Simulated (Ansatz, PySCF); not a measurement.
Si(H)(F)(OH)(OMe) (CH₅FO₂Si), SMILES CO[SiH](O)F.

The structure is a stationary point at PBE0-D3(BJ)/def2-SVP. The structure was generated by enumeration, and PubChem lists no compound with its InChIKey, so it may never have been made. Other conformers were not sampled.

Vertical ionisation energy (IE) and electron affinity (EA) in eV. Rows of orbital energies are one-electron estimates. Where ΔSCF, EOM or ADC give a negative EA the extra electron is unbound and the value depends on the basis.

```
level                                                                        IE     EA
------------------------------------------------------------------------  -----  -----
−ε(HOMO), −ε(LUMO), HF/def2-TZVP (PySCF)                                  12.69  -3.69
−ε(HOMO), −ε(LUMO), PBE/def2-TZVP (PySCF)                                  7.07   0.10
ΔSCF, CAM-B3LYP/def2-SVPD (Ansatz), final states of multiplicity 2 and 2  11.29  -1.54
ΔSCF, PBE/def2-SVPD (Ansatz), final states of multiplicity 2 and 2            …      …
```

Task: What belongs in the gaps? (An estimate is asked for; the answer gives what the named calculation found.)

Result: 
- ΔSCF, PBE/def2-SVPD (Ansatz, a first-principles code), final states of multiplicity 2 and 2, IE: 10.66
- ΔSCF, PBE/def2-SVPD (Ansatz), final states of multiplicity 2 and 2, EA: -1.28

Task: What vertical singlet–triplet gap does ΔSCF give with CAM-B3LYP/def2-SVPD (Ansatz) and with PBE/def2-SVPD (Ansatz)? (Estimate from the structure and the level; the computed values follow.)

Result: 8.07 and 7.30 eV (triplet above singlet where positive).
